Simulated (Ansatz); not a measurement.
A run for Ansatz (a quantum-chemistry and plane-wave program): R-wB97M-V/def2-TZVPP on CH7PSi (SMILES C[SiH2]P), a point of a torsion scan.

Ansatz 0.2 input:
```yaml
crystal:
  periodic: [false, false, false]
  atoms:
    - {symbol: C, position_ang: [-1.20592728, 0.65636069, -0.09151020]}
    - {symbol: Si, position_ang: [-0.07897879, -0.86235457, 0.12761990]}
    - {symbol: P, position_ang: [2.08355930, -0.27414823, 0.33808481]}
    - {symbol: H, position_ang: [-2.24999740, 0.36422024, -0.14335162]}
    - {symbol: H, position_ang: [-1.09584850, 1.34503917, 0.74249623]}
    - {symbol: H, position_ang: [-0.96852673, 1.20151683, -1.00184252]}
    - {symbol: H, position_ang: [-0.43129101, -1.57579837, 1.35999541]}
    - {symbol: H, position_ang: [-0.22276137, -1.76188384, -1.02304377]}
    - {symbol: H, position_ang: [2.36540610, -0.32087354, -1.01428880]}
    - {symbol: H, position_ang: [1.86602411, 1.09038248, 0.29884778]}
basis:
  gaussian:
    orbitals: def2-TZVPP
hamiltonian:
  xc: {name: wB97M-V}
scf: {lower_state_search: off}
```

The head of its log:

```
WARN ansatz: RAYON_NUM_THREADS=1 ignored (pool sized by the plan → 1); use --threads N
Functional definition: wB97M-V
these checks for a lower state are left out or cut short: stability, starts, cluster_reference, orbital_swaps, neighbouring_geometries, increment
integrals: 0.18 GiB planned
1171 factors; their error is unknown
integrals: 0.21 GiB planned
283 factors; integrals over basis functions are off by at most 1.3e-5 eV
mean field: 1.36 GiB planned
mean field evaluation 1: about -18313.4700 eV, gradient 3.6e1 eV
mean field evaluation 2: about -18314.7310 eV, gradient 2.7e1 eV
```

Question: Predict the final total energy.

Answer: -673.1174 hartree.
